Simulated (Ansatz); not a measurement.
H2BO2, SMILES `O[B-]O` (excited triplet; H–O–B–O torsion 0°, O–B–O–H torsion 180°) (charge -1, multiplicity 3). This triplet is an excited state, 1.04 eV above the relaxed singlet at the level frozen-core CCSD(T)/aug-cc-pVTZ // B3LYP-D3(BJ)/def2-TZVPD (Ansatz, a first-principles code).

Method: Ansatz with r2SCAN/aug-cc-pVTZ // B3LYP-D3(BJ)/def2-TZVPD.

Ansatz 0.2 input:
```yaml
crystal:
  periodic: [false, false, false]
  atoms:
    - { symbol: O, position_ang: [-1.321531, 0.332567, -0.18618] }
    - { symbol: B, position_ang: [0.016744, 0.487585, -0.359774] }
    - { symbol: O, position_ang: [0.958244, -0.30773, 0.184597] }
    - { symbol: H, position_ang: [-1.548729, -0.422513, 0.379705] }
    - { symbol: H, position_ang: [1.895272, -0.089909, -0.018349] }
basis:
  gaussian: { orbitals: aug-cc-pVTZ }
hamiltonian:
  xc: r2scan
total_charge: -1
magnetization:
  spin_polarized: true
  initial_magnetization: 2
```

Output:

```
Functional definition: r2SCAN
801 factors; their error is unknown
mean field evaluation 1: about -4802.0911 eV, gradient 1.2e1 eV
mean field evaluation 2: about -4801.6131 eV, gradient 1.8e1 eV
mean field evaluation 4: about -4802.6716 eV, gradient 3.9e0 eV
mean field evaluation 8: about -4802.8264 eV, gradient 1.0e-1 eV
mean field evaluation 16: about -4802.8107 eV, gradient 4.2e-3 eV
mean field evaluation 32: about -4802.4561 eV, gradient 2.1e0 eV
mean field evaluation 64: about -4802.7718 eV, gradient 1.0e0 eV
a density is far from that of the atoms, so the factors are made again for it
1111 factors; integrals over basis functions are off by at most 9.8e-4 eV
mean field -4802.81049601 eV, -176.5000302665 hartree, gradient 2.6e-5 eV, S^2 2.003452; 0 other end points of the search recorded, 0 dependent functions left out
reference -4802.81053907 eV, -176.5000318489 hartree; 13, 11 occupied and 171, 173 virtual orbitals, 1111 factors
Total energy: -4802.81053907 eV, -176.5000318489 hartree
```
